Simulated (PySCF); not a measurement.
Zr(O)2 anion (O2Zr), SMILES [O]=[Zr]=[O] (connectivity only; charge and spin as stated), charge -1, multiplicity 2.

Geometry: PBE0-D3(BJ)/def2-TZVPD. The spin state was assumed, not searched. The isomer is the one that the SMILES or the coordinates give; other isomers of the formula were not compared. The def2 effective core potentials stand for the cores of Zr; spin–orbit coupling is left out.

Two levels are set side by side: PBE/def2-TZVPD (PySCF) and r2SCAN/def2-TZVPD (PySCF). Same geometry, gas phase. Differences are taken from unrounded values.

```csv
quantity,r2SCAN,PBE,PBE minus r2SCAN
α-spin orbital gap (eV),1.55,1.39,-0.16
β-spin orbital gap (eV),2.31,1.95,-0.36
mean polarisability (bohr³),155.1,156.6,1.4
```

Rough cost on one machine, each run with all the roots and properties that it gave: r2SCAN against PBE about 2 times.
